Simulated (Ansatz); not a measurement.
`NB(N)Cl` and `NBCl` differ in one atom or group.

Ansatz, PBE0-D4/def2-TZVP geometries, multiplicity 1. Each molecule was computed in one conformer, which needn't be the lowest.

```json
{"property": "HOMO–LUMO gap (B3LYP/def2-TZVPP) / eV", "`NB(N)Cl`": "7.46"}
{"property": "HOMO energy (B3LYP/def2-TZVPP) / eV", "`NB(N)Cl`": "-7.09"}
{"property": "LUMO energy (ωB97M-V/def2-TZVPP) / eV", "`NB(N)Cl`": "2.02"}
{"property": "size of the dipole moment (PBE/def2-TZVPP) / D", "`NB(N)Cl`": "2.78"}
{"property": "ideal-gas entropy at 298 K and 1 bar (rigid rotor, harmonic PBE0-D4/def2-TZVP) / J/(mol·K)", "`NB(N)Cl`": "296"}
{"property": "HOMO–LUMO gap (ωB97M-V/def2-TZVPP) / eV", "`NB(N)Cl`": "11.73"}
```

Q: What does the change do to each property? (Estimate.)

A: Computed: 
```csv
property,`NBCl`,shift
HOMO–LUMO gap (B3LYP/def2-TZVPP) / eV,8.14,0.68
HOMO energy (B3LYP/def2-TZVPP) / eV,-8.15,-1.06
LUMO energy (ωB97M-V/def2-TZVPP) / eV,2.17,0.15
size of the dipole moment (PBE/def2-TZVPP) / D,2.67,-0.11
"ideal-gas entropy at 298 K and 1 bar (rigid rotor, harmonic PBE0-D4/def2-TZVP) / J/(mol·K)",268,-28
HOMO–LUMO gap (ωB97M-V/def2-TZVPP) / eV,12.88,1.15
```

With PBE0 the HOMO falls by 1.08 eV and the LUMO falls by 0.53 eV, so the gap widens by about 0.55 eV. PBE moves the HOMO by -1.15 eV and ωB97M-V by -1.01 eV. The zero-point energy changes by -46.9 kJ/mol with -6 modes. Dipoles are sizes alone; their direction can turn.

B3LYP here is the variant with VWN-RPA as its local correlation; programs differ in this.
